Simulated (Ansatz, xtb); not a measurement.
# Relative energy of two isomers of CH2F2OSi+

Structure X is the doublet with the links of `[H]/[C]=[O+]/[SiH](F)F` and structure Y is the doublet with the links of `O[CH][Si+](F)F`. Both are isolated ions in the gas phase, relaxed with B3LYP-D3(BJ)/def2-SVP; the shapes shown needn't be the lowest conformers.

X (Å):

```xyz
7

C     0.6385    0.0746    0.1986
F     1.5531    2.8919   -0.7485
F     3.5466    1.3002   -1.4385
O     1.7724    0.4712    0.3105
Si    2.7367    1.9661   -0.2614
H     0.2450   -0.8886    0.6041
H     3.4684    2.3660    0.9302
```

Y (Å):

```yaml
atoms:
  - { symbol: C, position_ang: [0.4664, 0.5336, -0.6308] }
  - { symbol: F, position_ang: [1.1662, 0.1886, 2.2324] }
  - { symbol: F, position_ang: [1.4050, 2.6126, 1.1638] }
  - { symbol: O, position_ang: [0.1492, -0.7278, -0.7870] }
  - { symbol: Si, position_ang: [1.0227, 1.1028, 0.9664] }
  - { symbol: H, position_ang: [0.3977, 1.2507, -1.4613] }
  - { symbol: H, position_ang: [-0.1438, -0.9464, -1.6931] }
```

Quicker runs give these differences E(Y) − E(X): GFN2-xTB −8.4 kcal/mol; HF/STO-3G +5.5 kcal/mol (at GFN2-xTB geometries); r2SCAN-D4/def2-SVP −3.9 kcal/mol (at GFN2-xTB geometries).

Q: Estimate which is lower in electronic energy at CCSD(T)/def2-SVP + ΔMP2/def2-TZVPP, and by roughly how much.

A: The CCSD(T)/def2-SVP + ΔMP2/def2-TZVPP calculation puts structure X lower, by 3.6 kcal/mol.

The same difference at several levels:

| level | geometry | E(Y) − E(X) (kcal/mol) | departure from the last row (kcal/mol) | job, with rough time for the two |
| --- | --- | --- | --- | --- |
| GFN2-xTB | GFN2-xTB | −8.4 | −12.0 | optimisation, 0.19 s |
| HF/STO-3G | GFN2-xTB | +5.5 | +1.9 | single point, 0.28 s |
| r2SCAN-D4/def2-SVP | GFN2-xTB | −3.9 | −7.5 | single point, 2.6 s |
| B3LYP-D3(BJ)/def2-SVP | B3LYP-D3(BJ)/def2-SVP | −0.4 | −4.0 | optimisation, 28 s |
| HF/def2-SVP | B3LYP-D3(BJ)/def2-SVP | +16.5 | +12.9 | part of the CCSD(T) run |
| MP2/def2-SVP | B3LYP-D3(BJ)/def2-SVP | +5.7 | +2.1 | part of the CCSD(T) run |
| CCSD(T)/def2-SVP | B3LYP-D3(BJ)/def2-SVP | +7.1 | +3.5 | single point |
| CCSD(T)/def2-SVP + ΔMP2/def2-TZVPP | B3LYP-D3(BJ)/def2-SVP | +3.6 |  | single point, 21 s |

As drawn, Y has 1 C–O, 1 C–Si, 1 O–H in place of 1 C=O, 1 O–Si, 1 Si–H.

GFN2-xTB, r2SCAN-D4/def2-SVP put the two in the other order. B3LYP-D3(BJ)/def2-SVP finds them nearly level. The largest departure from CCSD(T)/def2-SVP + ΔMP2/def2-TZVPP is that of HF/def2-SVP, 12.9 kcal/mol. The last row adds to CCSD(T) the change of the MP2 difference between the two basis sets, here −3.5 kcal/mol, a large step that makes the value less sure.

With harmonic frequencies from B3LYP-D3(BJ)/def2-SVP (ideal gas, rigid rotor, one conformer each, 298.15 K, 1 atm): on the last row, ΔE + ΔZPE = +6.6, ΔH = +6.4, ΔG = +7.0 kcal/mol.

Open shells are spin-unrestricted. The correlated steps freeze 9 core orbitals. Mirror images aren't counted in ΔG. Codes used: Ansatz 0.2.0, xtb 6.7.1; the last row on 2 threads of Intel(R) Xeon(R) 6975P-C (Granite Rapids) on a shared host.
